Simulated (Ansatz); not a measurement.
Computed with Ansatz.

`CCC[S][AlH2]` at its PBE0-D4/def2-TZVP geometry, where that method's forces vanish. Charge 0, multiplicity 1.

```json
{"atom": "C1", "x (Å)": "1.385", "y (Å)": "1.002", "z (Å)": "-1.293"}
{"atom": "C2", "x (Å)": "0.270", "y (Å)": "0.036", "z (Å)": "-0.929"}
{"atom": "C3", "x (Å)": "-0.642", "y (Å)": "0.603", "z (Å)": "0.142"}
{"atom": "S4", "x (Å)": "-2.068", "y (Å)": "-0.481", "z (Å)": "0.517"}
{"atom": "Al5", "x (Å)": "-1.248", "y (Å)": "-1.766", "z (Å)": "2.059"}
{"atom": "H6", "x (Å)": "2.005", "y (Å)": "1.239", "z (Å)": "-0.423"}
{"atom": "H7", "x (Å)": "2.037", "y (Å)": "0.580", "z (Å)": "-2.060"}
{"atom": "H8", "x (Å)": "0.984", "y (Å)": "1.943", "z (Å)": "-1.679"}
{"atom": "H9", "x (Å)": "-0.325", "y (Å)": "-0.209", "z (Å)": "-1.813"}
{"atom": "H10", "x (Å)": "0.694", "y (Å)": "-0.908", "z (Å)": "-0.572"}
{"atom": "H11", "x (Å)": "-1.075", "y (Å)": "1.551", "z (Å)": "-0.184"}
{"atom": "H12", "x (Å)": "-0.083", "y (Å)": "0.800", "z (Å)": "1.060"}
{"atom": "H13", "x (Å)": "-2.170", "y (Å)": "-2.912", "z (Å)": "2.636"}
{"atom": "H14", "x (Å)": "0.235", "y (Å)": "-1.478", "z (Å)": "2.540"}
```

Q: For each bond, give half the difference of the two atoms' forces along it (eV/Å; positive pushes the atoms apart) under PBE-D4, r2SCAN-D4, B3LYP-D4, ωB97M-V in def2-TZVPP. (An estimate is asked.)

A: The calculation gave: 
```tsv
bond	length (Å)	PBE-D4	r2SCAN-D4	B3LYP-D4	ωB97M-V
C1–C2	1.520	0.01	0.12	0.18	0.17
C1–H6	1.093	0.11	-0.04	-0.06	-0.07
C1–H7	1.092	0.10	-0.03	-0.08	-0.09
C1–H8	1.093	0.10	-0.04	-0.06	-0.07
C2–C3	1.516	0.00	0.08	0.13	0.15
C2–H9	1.094	0.11	-0.05	-0.10	-0.11
C2–H10	1.095	0.11	-0.04	-0.10	-0.10
C3–S4	1.830	0.16	0.19	0.24	0.07
C3–H11	1.093	0.12	-0.06	-0.13	-0.11
C3–H12	1.092	0.10	-0.06	-0.12	-0.10
S4–Al5	2.168	0.12	0.02	0.11	0.07
Al5–H13	1.580	0.03	-0.04	-0.10	-0.12
Al5–H14	1.586	0.04	-0.02	-0.09	-0.12
```

B3LYP here is the variant with VWN-RPA as its local correlation; programs differ in this.
